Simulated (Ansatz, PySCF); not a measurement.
Gas-phase reaction in SMILES: CCN → CC[NH] + H atom (the H-N bond at the site shown breaks; other sites are not compared here)
Geometries: B3LYP-D3(BJ)/def2-TZVP minima from Ansatz (a quantum-chemistry and plane-wave program), one conformer each, not searched for the lowest.

Property: bond dissociation energy (enthalpy at 298 K, with B3LYP-D3(BJ) rigid-rotor harmonic-oscillator terms from PySCF), in kcal/mol. Cores are frozen in the correlated levels unless marked. UHF or UKS for open shells. No spin-orbit coupling. Non-relativistic. CBS(X,Y): correlation extrapolated as X^-3; Hartree-Fock from the larger set. The bracket is a focal-point correction in the basis named.

```csv
level,program,bond dissociation energy (kcal/mol)
HF/6-31G,Ansatz,69.5
HF/6-31G*,Ansatz,67.9
HF/aug-cc-pVDZ,Ansatz,68.9
PBE-D4/def2-TZVPD,Ansatz + dftd4,96.1
```

Question: What does RI-MP2/CBS(cc-pVTZ,cc-pVQZ)+[CCSD(T)-MP2]/cc-pVTZ (Ansatz) give?

Answer: 101.1 kcal/mol
